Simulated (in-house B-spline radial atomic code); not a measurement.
Values are calculated unless marked as measured or tabulated.
# Making a Troullier-Martins s channel for Sc, r_c = 3.6 bohr

Sc, [Ar] 3d1 4s2, non-relativistic LDA (VWN5), spherical and spin-unpolarised, from an all-electron radial atomic-structure program (B-spline basis) (atomic units). The all-electron 4s level is ε = -0.156479 hartree, its outermost node lies just inside 1.36 bohr and its outer maximum at 3.09 bohr.

Inside r_c the pseudo-orbital is u(r) = r^1 exp(p(r)), with p = c0 + c2 r² + c4 r⁴ + … + c12 r¹². The seven coefficients follow from p and its first four derivatives at r_c, from zero curvature of the screened potential at the origin, c4 = −c2²/(2l + 5), and from the norm inside r_c. At r_c the all-electron orbital has P = 0.5481939, P' = -0.08455747, the screened potential V = -0.2613673, V' = 0.1373856, V'' = -0.1081269, and the norm inside is Q = 0.5249805.

(1) What are p, p' and p'' at r_c?

For a trial c2 the five matching conditions are linear in c0, c6, c8, c10 and c12, and c2 is varied until the norm inside r_c equals Q. The root nearest zero gives:

```csv
n,c_n
0,-2.109548
2,0.1700168
4,-0.005781139
6,-0.002868759
8,0.0003462273
10,-1.584009e-05
12,2.666901e-07
```

(2) Check c4 and p(r_c), and find the screened pseudopotential at the origin.

Orbitals and screened potentials:

```json
{"r (bohr)": "0.36", "P": "0.06734", "u": "0.04463", "V all-electron": "-24.85", "V pseudo": "0.3524"}
{"r (bohr)": "0.9", "P": "-0.2454", "u": "0.1246", "V all-electron": "-4.853", "V pseudo": "0.3128"}
{"r (bohr)": "1.44", "P": "0.0701", "u": "0.2376", "V all-electron": "-1.777", "V pseudo": "0.1302"}
{"r (bohr)": "1.98", "P": "0.3725", "u": "0.3854", "V all-electron": "-0.8736", "V pseudo": "-0.2075"}
{"r (bohr)": "2.52", "P": "0.5285", "u": "0.5187", "V all-electron": "-0.5207", "V pseudo": "-0.4522"}
{"r (bohr)": "3.06", "P": "0.5721", "u": "0.5712", "V all-electron": "-0.3556", "V pseudo": "-0.391"}
{"r (bohr)": "3.6", "P": "0.5482", "u": "0.5482", "V all-electron": "-0.2614", "V pseudo": "-0.2614"}
```

Logarithmic derivatives P'/P at R = 3.9 bohr, for energies E around ε:

| E − ε (hartree) | all-electron | pseudo |
| --- | --- | --- |
| -0.5 | 0.856375 | 0.850996 |
| -0.25 | 0.488179 | 0.484191 |
| -0.1 | 0.143965 | 0.142442 |
| 0 | -0.216244 | -0.216242 |
| 0.1 | -0.856403 | -0.865164 |
| 0.25 | -5.83376 | -7.22274 |
| 0.5 | 2.11072 | 1.65291 |

(3) With P(R) = 0.5183632 and a norm of 0.6105386 inside R, what slope in energy does norm conservation fix?

Results:

(1) p = ln(P/r_c^1) = ln(0.5481939/3.6) = -1.88206. p' = P'/P − 1/r_c = -0.15425 − 0.27778 = -0.43203. The radial equation gives p'' = 2(V − ε) − 2(1) p'/r_c − p'² = -0.20978 − (-0.24001) − 0.18665 = -0.15641. Differentiating, p''' = 2V' + 2(1)p'/r_c² − 2(1)p''/r_c − 2p'p'' = 0.15985, and p'''' = 2V'' − 4(1)p'/r_c³ + 4(1)p''/r_c² − 2(1)p'''/r_c − 2p''² − 2p'p''' = -0.2271.

(2) −c2²/5 = -0.00578114, as listed. The terms c_n r_c^n are -2.10955, 2.20342, -0.97101, -6.24466, 9.76745, -5.79139, 1.26368, which sum to -1.88206. Inverting the radial equation, V_l(r) = ε + 1 p'/r + (p'' + p'²)/2, so V_l(0) = ε + (2l + 3) c2 = -0.156479 + 3 × (0.170017) = 0.3536 hartree, finite where the all-electron potential diverges.

(3) d(P'/P)/dE = −2 × (norm inside R)/P(R)² = -4.5444 per hartree·bohr at E = ε, for both atoms, since orbital and norm agree at R. Differences over ±0.1 hartree give -5.0018 (all-electron) and -5.0380 (pseudo), which also hold third-order terms. Half a hartree below ε the two curves differ by -0.0054.
